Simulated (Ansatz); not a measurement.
Reaction (ligand exchange at a Zn–N bond): `[CH3][Zn][NH][AlH2]` + `CNC` → `[CH3][Zn][N](C)C` + `[NH2][AlH2]`

Calculated with Ansatz (gas phase, PBE0-D4/def2-TZVP geometries, no zero-point term in ΔE). CBS: MP2 limit from def2 TZ/QZ plus the TZ coupled-cluster correction, frozen cores. This one scheme is used for every species. Functionals use def2-TZVPP. For Zn outer-core shells are correlated without core-valence functions, which leaves a few kJ/mol of doubt a bond. Scalar relativity is left out up to krypton. Each species was taken in one conformer, which may not be the lowest.

`[CH3][Zn][NH][AlH2]`:

```xyz
10

C     1.102   -2.169    0.042
Zn    0.572   -0.321    0.158
N     0.031    1.428    0.255
Al   -1.550    2.049   -0.231
H     0.245   -2.796   -0.214
H     1.507   -2.520    0.994
H     1.866   -2.309   -0.726
H     0.716    2.075    0.625
H    -1.916    3.588   -0.100
H    -2.573    0.974   -0.803
```

`CNC`:

```xyz
10

C    -1.190    0.131   -0.167
N     0.170    0.542   -0.427
C     1.133   -0.163    0.389
H    -1.872    0.648   -0.845
H    -1.466    0.410    0.855
H    -1.358   -0.956   -0.268
H     0.388    0.409   -1.405
H     0.981    0.101    1.440
H     2.146    0.140    0.116
H     1.067   -1.262    0.312
```

`[CH3][Zn][N](C)C`:

Cartesian coordinates in Å:
```
C 0.890 -1.626 2.383
Zn 0.323 -0.589 0.861
N -0.215 0.392 -0.573
C -1.529 0.321 -1.147
C 0.630 1.324 -1.266
H 1.428 -1.001 3.099
H 1.548 -2.443 2.079
H 0.027 -2.058 2.895
H -1.504 0.001 -2.202
H -2.163 -0.389 -0.609
H -2.043 1.297 -1.126
H 0.763 1.053 -2.327
H 0.218 2.347 -1.250
H 1.627 1.371 -0.818
```

`[NH2][AlH2]`:

```xyz
6

N     0.893    0.138    0.250
Al   -0.789   -0.122   -0.220
H     1.355    1.033    0.265
H     1.529   -0.587    0.541
H    -1.641    1.141   -0.652
H    -1.347   -1.604   -0.183
```

Question: Is it downhill or uphill in electronic energy at CCSD(T)/CBS, and by how much? (Best estimate.)

Answer: The calculation gave: Uphill: ΔE = +6.2 kcal/mol.

Question: What do these levels give: r2SCANh-D4, CAM-B3LYP-D4, HF/def2-SVP, CCSD(T)/def2-TZVPP, HF/def2-QZVPP, CCSD/CBS(def2)? (Best estimate.)

Answer: The calculation gave: r2SCANh-D4 5.7, CAM-B3LYP-D4 5.3, HF/def2-SVP 7.5, CCSD(T)/def2-TZVPP 6.2, HF/def2-QZVPP 7.8, CCSD/CBS(def2) 6.3 kcal/mol.

Largest T1 diagnostic among the species: 0.014.

At CCSD(T), def2-SVP lies +0.8 kcal/mol from the extrapolated value and def2-TZVPP −0.0 kcal/mol. In def2-TZVPP, CCSD(T) changes the Hartree–Fock value by −1.5 kcal/mol (the triples alone add −0.1 kcal/mol) and MP2 by −1.6 kcal/mol. From BLYP to BHLYP (50 % exact exchange), in def2-TZVPP and without D4, ΔE moves by +1.1 kcal/mol.
